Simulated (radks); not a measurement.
Results of a calculation; reference values are marked as such.
Initial-state core-level shifts of the praseodymium ion Pr2+ when its valence configuration changes from [Xe] 4f3. Code: a radial shooting solver on a logarithmic mesh with Libxc functionals. Model: non-relativistic Kohn-Sham, BLYP, spin-polarised, spherical densities, point nucleus; open shells are filled with parallel spins first (spin-orbit coupling, left out, can overturn this in heavy ions); relativity is left out, which matters for an element this heavy. Shifts are changes of the shell-averaged eigenvalues in eV (positive: less bound); the change of the density at the nucleus, which sets a Mossbauer isomer shift, is in e/bohr^3, on a base of 1.457e+05.

valence,2s,3p,4p,4d,density at nucleus
4f2.5 5d0.5,-3.794,-4.288,-3.828,-3.676,+3.81
4f2 6s1,-10.960,-11.937,-10.874,-10.558,+19.24
4f1 5d1 6s1,-20.132,-22.372,-19.792,-19.087,+29.64
4f2 5d1,-7.886,-8.932,-7.902,-7.580,+8.01
4f2.5 6p0.5,-5.688,-6.147,-5.681,-5.534,+4.55
4f2 6p1,-11.832,-12.811,-11.746,-11.428,+9.69
4f1 5d2,-16.812,-19.116,-16.601,-15.896,+17.38
4f0.5 5d2.5,-21.591,-24.594,-21.160,-20.246,+22.49
4f0.5 5d1 6s1.5,-26.831,-29.733,-26.170,-25.252,+41.93
